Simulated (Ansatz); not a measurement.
Ansatz results at the PBE0-D4/def2-TZVP geometry: LUMO energy (B3LYP/def2-TZVPP) -1.21 eV; HOMO energy (PBE/def2-TZVPP) -7.24 eV; HOMO–LUMO gap (PBE/def2-TZVPP) 5.47 eV.

Task: Which molecule gave them?
A. `[CH3][Al]([Cl])[Br]`
B. `C[CH2][Al]([CH3])[OH]`
C. `C[CH](C)[AlH][Cl]`
D. `[AlH2][Cl]`

Result: A. The others give `[AlH2][Cl]`: -1.85, -7.27, 4.86; `C[CH](C)[AlH][Cl]`: -1.42, -6.25, 4.27; `C[CH2][Al]([CH3])[OH]`: -0.18, -5.96, 5.24.

B3LYP here is the variant with VWN-RPA as its local correlation; programs differ in this.
